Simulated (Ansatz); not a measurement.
Computed with Ansatz on PBE0-D4/def2-TZVP structures; ΔE is electronic, products minus reactants. CCSD(T)/CBS adds triple-zeta CCSD(T) − MP2 to the extrapolated MP2 energy (def2 sets, frozen cores). Functionals use def2-TZVPP. B3LYP here is the variant with VWN-RPA as its local correlation; programs differ in this. For Ge outer-core shells are correlated without core-valence functions, which leaves a few kJ/mol of doubt a bond. Scalar relativity is left out up to krypton. Each species was taken in one conformer, which may not be the lowest.

Consider the redistribution: `[CH3][GeH2][BH][AlH2]` + `[SiH3][O][GeH3]` → `[AlH2][BH]O[SiH3]` + `[CH3][GeH2][GeH3]`.

| level | ΔE (kcal/mol) |
| --- | --- |
| B3LYP-D4 | -31.0 |
| ωB97X-V | -29.2 |
| MP2/def2-TZVPP | -29.3 |
| SCS-MP2/def2-TZVPP | -28.3 |
| CCSD/def2-TZVPP | -28.6 |
| CCSD(T)/def2-TZVPP | -28.9 |
| MP2/def2-QZVPP | -29.4 |
| SCS-MP2/def2-QZVPP | -28.3 |

Q: What does CCSD(T)/CBS give? (Estimate.)

A: The calculation gave: -29.0 kcal/mol. The listed levels differ from it by -2.0, -0.2, -0.3, 0.7, 0.4, 0.1, -0.4, 0.7 kcal/mol.

Largest T1 diagnostic among the species: 0.013.

In def2-TZVPP, CCSD(T) changes the Hartree–Fock value by −1.7 kcal/mol (the triples alone add −0.3 kcal/mol) and MP2 by −2.2 kcal/mol.
